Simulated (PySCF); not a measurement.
BF2Cl, SMILES FB(F)Cl.

Coordinates come from a PBE-D3(BJ)/def2-TZVP optimisation.

Vertical ionisation energy (IE) and electron affinity (EA) in eV. Rows of orbital energies are one-electron estimates. Where ΔSCF, EOM or ADC give a negative EA the extra electron is unbound and the value depends on the basis.

```csv
level,IE,EA
"−ε(HOMO), −ε(LUMO), PBE0/def2-TZVPD (PySCF)",9.97,0.42
ADC(2)/aug-cc-pVDZ (PySCF),?,?
```

Question: Fill in the missing entries. (Estimate from the structure and the level; the computed values follow.)

Answer: 
- ADC(2)/aug-cc-pVDZ (PySCF), IE: 12.43
- ADC(2)/aug-cc-pVDZ (PySCF), EA: -0.90

Question: Beyond the first one, list the lowest photoelectron lines from PySCF with ADC(2)/aug-cc-pVDZ with their pole strengths (two spins summed). (The exact figures need the calculation; the answer reports its results.)

Answer: 12.86 eV (1.83), 14.34 eV (1.79), 14.74 eV (1.75), 15.17 eV (1.75), 16.90 eV (1.77).
